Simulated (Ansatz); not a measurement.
The lowest singlet and triplet of CF2 (SMILES F[C]F); geometries from B3LYP-D3(BJ)/def2-TZVP, each state relaxed from the structure named, with no frequency check.
Singlet (charge 0, multiplicity 1):
```tsv
atom	x (Å)	y (Å)	z (Å)
F	-1.0322	-0.2001	0.0000
C	-0.0006	0.5969	0.0000
F	1.0326	-0.1978	0.0000
```
Triplet (charge 0, multiplicity 3):
```xyz
3

F     -1.13872    -0.16682     0.00000
C     -0.00049     0.49709     0.00000
F      1.13905    -0.16457     0.00000
```

A positive gap puts the triplet lower; no zero-point energy. R- takes a restricted singlet. U- takes an unrestricted singlet (broken symmetry where lower, unprojected). The triplet is unrestricted in single-reference levels. Active spaces average the two states.

Cores are frozen in the correlated methods.

Run with Ansatz (Gaussian orbitals). Each number belongs to the level named beside it.

Task: Estimate the gap E(singlet) − E(triplet), adiabatic that U-HF/cc-pVQZ (spin-contaminated) returns for this input.

Result: -32.5 kcal/mol

Task: Predict the gap E(singlet) − E(triplet), adiabatic from R-wB97M-V/def2-TZVPP.

Result: -60.1 kcal/mol

Task: Give the gap E(singlet) − E(triplet), adiabatic at the level FIC-MRCISD+Q on SA-CASSCF(2,2)/cc-pVQZ.

Result: -55.4 kcal/mol

Ansatz is a quantum-chemistry and plane-wave program.
